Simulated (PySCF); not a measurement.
# Distorted geometries of [BiF2]+

[BiF2]+ (singlet). PySCF 2.14.0, RKS PBE0, Bi def2-SVP with ECP60, F def2-SVP; non-relativistic Hamiltonian with scalar-relativistic core potentials where named; density fitting; no spin-orbit coupling. Relaxed geometry:

```xyz
3

Bi    0.0000    0.0000   -0.4756
F     1.4602    0.0000    0.8539
F    -1.4602    0.0000    0.8539
```

Order these distorted geometries by energy above the relaxed one, lowest first.
A.
```xyz
3

Bi    0.0286    0.0297   -0.4540
F     1.4166   -0.0484    0.8572
F    -1.4452    0.0187    0.8292
```
B.
```xyz
3

Bi   -0.0749    0.0886   -0.4643
F     1.4636   -0.0645    0.7928
F    -1.3887   -0.0242    0.9038
```
C.
```xyz
3

Bi   -0.3273    0.1798   -0.2955
F     1.5625   -0.3348    0.5455
F    -1.2352    0.1550    0.9823
```

A (0.08 eV), B (0.11 eV), C (5.11 eV).

Which forces (eV/Å) act in the one that lies 0.08 eV up?


```
Bi  -1.08  0.06 -1.92
F    1.55 -0.06  1.47
F   -0.46  0.00  0.45
```
Forces carry noise of the integration grid, about 0.01 to 0.03 eV/Å.
